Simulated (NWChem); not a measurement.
System: WHS₂OCl; SMILES [OH][W](=[S])(=[S])[Cl]

NWChem input:

```
start job
memory heap 200 mb stack 900 mb global 1100 mb
geometry units angstroms noautoz
  W     -0.000067     0.038628    -0.149929
  S     -1.706344     0.966513     0.710226
  S      1.712855     0.956775     0.707481
  Cl    -0.005939    -2.171966     0.365611
  O     -0.000670     0.338330    -1.979699
  H      0.000368     1.085777    -2.586879
end
basis spherical
  * library def2-svp
end
ecp
  W library def2-ecp
end
dft
  xc xctpssh
  iterations 150
  mulliken
end
task dft energy
```

Output (shortened):

```
             Northwest Computational Chemistry Package (NWChem) 7.3.0
             --------------------------------------------------------

 CS  symmetry detected

                             Geometry "geometry" -> ""
                             -------------------------

 Output coordinates in angstroms (scale by  1.889725989 to convert to a.u.)

  No.       Tag          Charge          X              Y              Z
 ---- ---------------- ---------- -------------- -------------- --------------
    1 W                   74.0000    -0.14557766     0.03334880     0.00000000
    2 S                   16.0000     0.70369811     0.96512540    -1.70960698
    3 S                   16.0000     0.70369811     0.96512540     1.70960698
    4 Cl                  17.0000     0.39259630    -2.17185200     0.00000000
    5 O                    8.0000    -1.97832431     0.31427515     0.00000000
    6 H                    1.0000    -2.59313515     1.05545861     0.00000000

 Effective nuclear repulsion energy (a.u.)    1260.4772955044

      Symmetry information
      --------------------

 Group name             Cs
 Group number              2
 Group order               2
 No. of unique centers     5

                                 NWChem DFT Module
                                 -----------------

 Summary of "ao basis" -> "ao basis" (spherical)
 ------------------------------------------------------------------------------
       Tag                 Description            Shells   Functions and Types
 ---------------- ------------------------------  ------  ---------------------
 W                          def2-svp                12       32   6s3p2d1f
 S                          def2-svp                 8       18   4s3p1d
 Cl                         def2-svp                 8       18   4s3p1d
 O                          def2-svp                 6       14   3s2p1d
 H                          def2-svp                 3        5   2s1p

      Symmetry analysis of basis
      --------------------------

        a'         67
        a"         38

            General Information
            -------------------
          SCF calculation type: DFT
          Wavefunction type:  closed shell.
          No. of atoms     :     6
          No. of electrons :    72
           Alpha electrons :    36
            Beta electrons :    36
          Charge           :     0
          Spin multiplicity:     1
          Use of symmetry is: on ; symmetry adaption is: on
          Maximum number of iterations: 150
          AO basis - number of functions:   105
                     number of shells:    45
          Convergence on energy requested:  1.00D-06
          Convergence on density requested:  1.00D-05
          Convergence on gradient requested:  5.00D-04

              XC Information
              --------------
                  TPSS hybrid Method XC Functional
                     Hartree-Fock (Exact) Exchange  0.100
                  TPSS metaGGA Exchange Functional  0.900
             TPSS03 metaGGA Correlation Functional  1.000

             Grid Information
             ----------------
          Grid used for XC integration:  medium
          Radial quadrature: Mura-Knowles
          Angular quadrature: Lebedev.
          Tag              B.-S. Rad. Rad. Pts. Rad. Cut. Ang. Pts.
          ---              ---------- --------- --------- ---------
          W                   1.35      123           9.0       590
          S                   1.00       88          10.0       590
          Cl                  1.00       88          11.0       590
          O                   0.60       49           9.0       434
          H                   0.35       45          11.0       434
          Grid pruning is: on
          Number of quadrature shells:   393
          Spatial weights used:  Erf1

      Superposition of Atomic Density Guess
      -------------------------------------

 Sum of atomic energies:       -1402.38520547

      Non-variational initial energy
      ------------------------------

 Total energy =   -1395.971455
 1-e energy   =   -2737.510720
 2-e energy   =     946.120302
 HOMO         =      -0.309148
 LUMO         =      -0.027678

      Symmetry analysis of molecular orbitals - initial
      -------------------------------------------------

  Numbering of irreducible representations:

     1 a'          2 a"

  Orbital symmetries:

     1 a'          2 a'          3 a"          4 a'          5 a'
     6 a'          7 a"          8 a'          9 a"         10 a'
    11 a'         12 a"         13 a'         14 a'         15 a"
    16 a"         17 a'         18 a'         19 a"         20 a'
    21 a'         22 a'         23 a'         24 a"         25 a'
    26 a'         27 a"         28 a'         29 a"         30 a'
    31 a'         32 a'         33 a"         34 a'         35 a"
    36 a"         37 a'         38 a"         39 a'         40 a'
    41 a"         42 a'         43 a'         44 a"         45 a'
    46 a'

     ---------------------------------------------
      Total Density - Mulliken Population Analysis
     ---------------------------------------------

    Atom       Charge   Shell Charges
 -----------   ------   -------------------------------------------------------
    1 W   14    11.48   0.04 -0.35  1.79  0.53  0.48  0.06  5.48  0.60  0.19  2.01  0.54  0.11
    2 S   16    16.83   2.00  1.99  1.24  0.69  5.94  1.94  3.01  0.03
    3 S   16    16.83   2.00  1.99  1.24  0.69  5.94  1.94  3.01  0.03
    4 Cl  17    17.44   2.00  1.99  1.23  0.73  5.94  2.17  3.37  0.01
    5 O    8     8.78   1.99  1.10  0.66  3.09  1.94  0.00
    6 H    1     0.63   0.51  0.06  0.06

   convergence    iter        energy       DeltaE   RMS-Dens  Diis-err
 ---------------- ----- ----------------- --------- --------- ---------
 d= 0,ls=0.0,diis     1  -1398.8504509777 -1.79D+03  5.76D-02  3.20D+00
 d= 0,ls=0.0,diis     2  -1391.3805177231  7.47D+00  5.17D-02  4.42D+01
 d= 0,ls=0.0,diis     3  -1399.0144326970 -7.63D+00  1.25D-02  2.39D+00
 d= 0,ls=0.0,diis     4  -1399.2418549484 -2.27D-01  4.02D-03  4.63D-01
 d= 0,ls=0.0,diis     5  -1399.2929531518 -5.11D-02  1.83D-03  2.30D-02
  Resetting Diis
 d= 0,ls=0.0,diis     6  -1399.2955813445 -2.63D-03  6.58D-04  4.77D-03
 d= 0,ls=0.0,diis     7  -1399.2963344843 -7.53D-04  2.05D-04  1.04D-04
 d= 0,ls=0.0,diis     8  -1399.2962935416  4.09D-05  1.31D-04  4.80D-04
 d= 0,ls=0.0,diis     9  -1399.2963465568 -5.30D-05  4.77D-05  2.61D-05
 d= 0,ls=0.0,diis    10  -1399.2963475242 -9.67D-07  2.62D-05  1.66D-05
 d= 0,ls=0.0,diis    11  -1399.2963496485 -2.12D-06  4.46D-06  2.32D-07
 d= 0,ls=0.0,diis    12  -1399.2963496827 -3.43D-08  9.65D-07  1.03D-08

         Total DFT energy =    -1399.296349682726
      One electron energy =    -2740.204034432652
           Coulomb energy =     1041.696303634463
    Exchange-Corr. energy =      -96.207581673719
 Nuclear repulsion energy =      395.418962789182

 Numeric. integr. density =       72.000008286952

                  Occupations of the irreducible representations
                  ----------------------------------------------

                     irrep           alpha         beta
                     --------     --------     --------
                     a'               23.0         23.0
                     a"               13.0         13.0

                       DFT Final Molecular Orbital Analysis
                       ------------------------------------

 Vector   34  Occ=2.000000D+00  E=-2.919220D-01  Symmetry=a'
              MO Center=  5.2D-01,  5.5D-01,  1.2D-12, r^2= 4.5D+00
   Bfn.  Coefficient  Atom+Function         Bfn.  Coefficient  Atom+Function
  ----- ------------  ---------------      ----- ------------  ---------------
    43      0.263161  2 S  px                61      0.263161  3 S  px
    20      0.239982  1 W  d  2              44     -0.238350  2 S  py
    62     -0.238350  3 S  py                79     -0.224378  4 Cl px
    40      0.201092  2 S  px                58      0.201092  3 S  px
    41     -0.184794  2 S  py                59     -0.184794  3 S  py

 Vector   35  Occ=2.000000D+00  E=-2.854445D-01  Symmetry=a"
              MO Center=  1.9D-01,  2.6D-01, -1.4D-12, r^2= 4.8D+00
   Bfn.  Coefficient  Atom+Function         Bfn.  Coefficient  Atom+Function
  ----- ------------  ---------------      ----- ------------  ---------------
    81      0.283491  4 Cl pz                92     -0.248266  5 O  pz
    43      0.234432  2 S  px                44     -0.234426  2 S  py
    61     -0.234432  3 S  px                62      0.234426  3 S  py
    19      0.231524  1 W  d  1              78      0.203545  4 Cl pz
    95     -0.196692  5 O  pz                17      0.195324  1 W  d -1

 Vector   36  Occ=2.000000D+00  E=-2.513432D-01  Symmetry=a"
              MO Center=  6.1D-01,  8.4D-01,  6.8D-12, r^2= 4.5D+00
   Bfn.  Coefficient  Atom+Function         Bfn.  Coefficient  Atom+Function
  ----- ------------  ---------------      ----- ------------  ---------------
    44      0.303527  2 S  py                62     -0.303527  3 S  py
    43      0.298778  2 S  px                61     -0.298778  3 S  px
    41      0.210126  2 S  py                59     -0.210126  3 S  py
    40      0.204998  2 S  px                58     -0.204998  3 S  px
    45      0.166795  2 S  pz                63      0.166795  3 S  pz

[...]
```

Level: TPSSh/def2-SVP with def2 effective core potentials on W. The geometry was optimised at PBE0/def2-SVP. Not confirmed as a minimum by frequencies. def2 effective core potentials on W; no spin-orbit coupling.
